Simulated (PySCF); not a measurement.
## Computed data sheet: `C[c+]1cc1[S@@](C)=O`

C5H7OS (charge +1).
SMILES with atom numbers: `[CH3:1][c+:2]1[cH:3][c:4]1[S@@:5]([CH3:6])=[O:7]` (hydrogens: H8, H9, H10 on C1; H11 on C3; H12, H13, H14 on C6)

Structure used (GFN2-xTB), in Å, numbered top down from 1:
```
atom  x, y, z in Å
C1     2.5141   -0.3758    0.2121
C2     1.3314    0.2701   -0.2654
C3     0.6743    1.1051   -1.1393
C4    -0.0570    0.5065   -0.1224
S5    -1.4404    0.5537    1.0526
C6    -2.5860   -0.3203   -0.0986
O7    -1.0950   -0.3577    2.1068
H8     2.3545   -1.4581    0.2390
H9     2.6812   -0.0933    1.2564
H10    3.3896   -0.1400   -0.3895
H11    0.6948    1.7547   -1.9850
H12   -3.5301   -0.4083    0.4330
H13   -2.2121   -1.3122   -0.3279
H14   -2.7201    0.2751   -0.9939
```

Among its groups: sulfoxide.

**GFN2-xTB geometry**

```yaml
Point_group_of_the_GFN2-xTB_geometry: C1
Rotational_constants_A_B_C_of_the_GFN2-xTB_geometry: 4.106, 1.433, 1.194 GHz
```

**wB97X-D/def2-SVPD ground state and vertical TDDFT (core frozen in the response) (PySCF)**

```yaml
HOMO_energy: -13.86 eV
LUMO_energy: -5.47 eV
HOMO–LUMO_gap: 8.39 eV
Lowest_singlet_excitation: 3.99 eV (311 nm, f = 0.083)
Strongest_line_among_the_8_lowest_singlet_transitions: S1 at 3.99 eV (311 nm, f = 0.083)
Lowest_triplet_excitation_Tamm–Dancoff: 3.21 eV
Static_isotropic_polarisability: 76.2 au
Electronic_spatial_extent_⟨r²⟩_about_the_centre_of_nuclear_charge: 1001 bohr²
```

Monoisotopic mass of the ion (most abundant isotopes, electron mass counted): 115.0212 u.

S1 lies 4.40 eV below the HOMO–LUMO gap; its leading configuration is HOMO→LUMO, weight 0.97. The principal polarisabilities are 55.4, 74.8 and 98.5 au; their mean is the isotropic value. No computed singlet falls in the visible range (750 to 380 nm, 1.65 to 3.26 eV); S1 lies 0.73 eV above its blue end. The vertical singlet–triplet gap S1 − T1 is 0.78 eV (TDDFT singlet less Tamm–Dancoff triplet; S1: HOMO→LUMO, weight 0.97; T1: HOMO→LUMO, weight 0.92). With B = h/(8π²I), that is 505.379 GHz u Å² over I, the principal moments of inertia are 123.1, 352.6 and 423.4 u Å² (most abundant isotopes). The largest Löwdin shares of the HOMO are 0.51 on O7, 0.28 on S5, 0.10 on C6 and 0.06 on C4. The largest Löwdin shares of the LUMO are 0.41 on C4, 0.19 on C3, 0.14 on S5 and 0.12 on C2. The rotational constants make it an asymmetric top with κ = (2B − A − C)/(A − C) = -0.84, nearer the prolate limit (−1).

The structure is a single GFN2-xTB conformer in the gas phase; no vibrational or solvent corrections.
